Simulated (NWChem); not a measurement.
System meant: C2H3BO3; SMILES O=C1OCB1O

NWChem input:

```
start job
memory heap 200 mb stack 900 mb global 1100 mb
geometry units angstroms noautoz
  O      1.258190     1.569345     0.000000
  C      0.395596     0.747777     0.000000
  O     -0.954406     1.004019     0.000000
  C     -1.427440    -0.378110     0.000000
  B      0.084820    -0.845071     0.000000
  O      0.740941    -1.999428     0.000000
  H     -2.032991    -0.584478     0.896727
  H     -2.032991    -0.584478    -0.896727
  H      1.701521    -1.901529     0.000000
end
basis spherical
  * library def2-svp
end
dft
  xc xpbe96 cpbe96
  iterations 4
  mulliken
end
task dft energy
```

End of the output:

```
    Atom       Charge   Shell Charges
 -----------   ------   -------------------------------------------------------
    1 O    8     8.10   1.97  0.92  0.64  2.68  1.86  0.03
    2 C    6     5.99   1.96  0.62  0.33  1.78  1.02  0.28
    3 O    8     8.07   1.97  0.94  0.59  2.68  1.85  0.03
    4 C    6     5.99   1.96  0.60  0.31  1.87  1.15  0.11
    5 B    5     5.18   1.96  0.54  0.24  1.47  0.62  0.34
    6 O    8     7.87   1.97  0.84  0.54  2.68  1.82  0.02
    7 H    1     0.96   0.63  0.26  0.07
    8 H    1     0.96   0.63  0.26  0.07
    9 H    1     0.88   0.55  0.16  0.17

 center of mass
 --------------
 x =   0.05273132 y =   0.04852275 z =   0.00000000

 moments of inertia (a.u.)
 ------------------
         506.014940894486           0.000000000000           0.000000000000
           0.000000000000         313.674651249354           0.000000000000
           0.000000000000           0.000000000000         808.113465142167

     Multipole analysis of the density
     ---------------------------------

     L   x y z        total         alpha         beta         nuclear
     -   - - -        -----         -----         ----         -------
     0   0 0 0     -0.000000    -22.000000    -22.000000     44.000000

     1   1 0 0      0.099143      0.049571      0.049571      0.000000
     1   0 1 0     -1.339600     -0.669800     -0.669800      0.000000
     1   0 0 1      0.000000      0.000000      0.000000      0.000000

     2   2 0 0    -22.438336    -98.188441    -98.188441    173.938546
     2   1 1 0     -3.137837     -1.023721     -1.023721     -1.090395
     2   1 0 1     -0.000000     -0.000000     -0.000000      0.000000
     2   0 2 0    -28.981704   -142.731917   -142.731917    256.482131
     2   0 1 1      0.000000      0.000000      0.000000      0.000000
     2   0 0 2    -23.653646    -14.698385    -14.698385      5.743124

 ------------------------------------------------------------------------
 dft energy failed                                                                                  0
 ------------------------------------------------------------------------
 ------------------------------------------------------------------------
  current input line :
    22: task dft energy
 ------------------------------------------------------------------------
 ------------------------------------------------------------------------
 This type of error is most commonly associated with calculations not reaching convergence criteria
 ------------------------------------------------------------------------
 For more information see the NWChem manual at https://nwchemgit.github.io

0:dft energy failed:Received an Error in Communication
```

Find the fault in this run and fix the input.

The run did not converge; its last values are not results. Cause: the SCF was allowed too few iterations. This input runs:
```
start job
memory heap 200 mb stack 900 mb global 1100 mb
geometry units angstroms noautoz
  O      1.258190     1.569345     0.000000
  C      0.395596     0.747777     0.000000
  O     -0.954406     1.004019     0.000000
  C     -1.427440    -0.378110     0.000000
  B      0.084820    -0.845071     0.000000
  O      0.740941    -1.999428     0.000000
  H     -2.032991    -0.584478     0.896727
  H     -2.032991    -0.584478    -0.896727
  H      1.701521    -1.901529     0.000000
end
basis spherical
  * library def2-svp
end
dft
  xc xpbe96 cpbe96
  iterations 150
  mulliken
end
task dft energy
```
It converges to -327.95597 Ha (PBE/def2-SVP).
